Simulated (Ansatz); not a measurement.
C₂H₈NO₂Y, SMILES `C[O][Y]([NH2])[O]C`, 14 atoms. Charge 0, multiplicity 1. Correlated methods include outer-core shells of Y, which these sets cover unevenly. Y: def2 effective core potential. All runs use 4 threads of an Arm Neoverse V1 on a shared host. Correlated methods freeze the cores.

(1) How many basis functions does each run have, and how long does it take in Ansatz? RHF-MP2/def2-TZVPP energy; direct RPA on PBE orbitals/def2-TZVPP energy; RKS r2SCANh-D4/def2-TZVPP energy; RHF-MP2/def2-QZVPP energy; RKS PBE0-D4/def2-QZVPP energy; RKS PBE0-D4/def2-SVP energy; RKS B2PLYP (frozen core)/def2-TZVPP energy; RKS ωB97M-V/def2-QZVPP energy; RHF-CCSD(T)/def2-SVP energy; RKS PBE0-D4/def2-TZVP frequencies; RKS ωB97M-V/def2-SVP energy; RKS PBE0-D4/def2-TZVP relaxation (44 steps). (Best estimate.)

Answers

(1) Ansatz gave: Other jobs shared the machine, so times are rough.

```tsv
level	job	functions	wall time	peak host memory (GiB)
RKS PBE0-D4/def2-SVP	energy	141	1.9 s	0.36
RHF-MP2/def2-TZVPP	energy	323	8.5 s	0.92
RKS ωB97M-V/def2-SVP	energy	141	10 s	0.52
RKS r2SCANh-D4/def2-TZVPP	energy	323	11 s	0.91
RKS B2PLYP (frozen core)/def2-TZVPP	energy	323	15 s	1
RKS PBE0-D4/def2-QZVPP	energy	606	15 s	2.3
direct RPA on PBE orbitals/def2-TZVPP	energy	323	18 s	0.97
RKS ωB97M-V/def2-QZVPP	energy	606	38 s	2.8
RHF-CCSD(T)/def2-SVP	energy	141	46 s	1.3
RHF-MP2/def2-QZVPP	energy	606	64 s	4.5
RKS PBE0-D4/def2-TZVP	relaxation (44 steps)	243	4.2 min	0.75
RKS PBE0-D4/def2-TZVP	frequencies	243	6 min	0.68
```
